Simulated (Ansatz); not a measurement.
Consider the ligand exchange at a Ge–C bond: `[NH2][GeH]([OH])[CH2]F` + H–F → `[NH2][GeH]([OH])[F]` + `CF`.

Program: Ansatz. Geometries: PBE0-D4/def2-TZVP. ΔE: electronic, gas phase. CBS: MP2 limit from def2 TZ/QZ plus the TZ coupled-cluster correction, frozen cores. This one scheme is used for every species. Functionals use def2-TZVPP. For Ge outer-core shells are correlated without core-valence functions, which leaves a few kJ/mol of doubt a bond. Scalar relativity is left out up to krypton. One conformer a species, not always the lowest.

CCSD(T)/CBS gives -1.09 eV.

**Question.** Another level gave -1.21 eV. Which?
A. HF/def2-TZVPP
B. MP2/def2-TZVPP
C. r2SCAN/def2-TZVPP
D. LDA (SPW92)/def2-TZVPP

**Answer.** C. r2SCAN -1.21, MP2/def2-TZVPP -1.14, HF/def2-TZVPP -1.46, LDA (SPW92) -1.02 eV.

Largest T1 diagnostic among the species: 0.012.

The D4 term adds +0.08 eV with B3LYP and +0.04 eV with PBE0; it sums over pairs of atoms, weighted by their polarisabilities, and B3LYP, whose exchange is more repulsive, gets the larger term. In def2-TZVPP, CCSD(T) changes the Hartree–Fock value by +0.32 eV (the triples alone add +0.03 eV) and MP2 by +0.32 eV.

B3LYP here is the variant with VWN-RPA as its local correlation; programs differ in this.
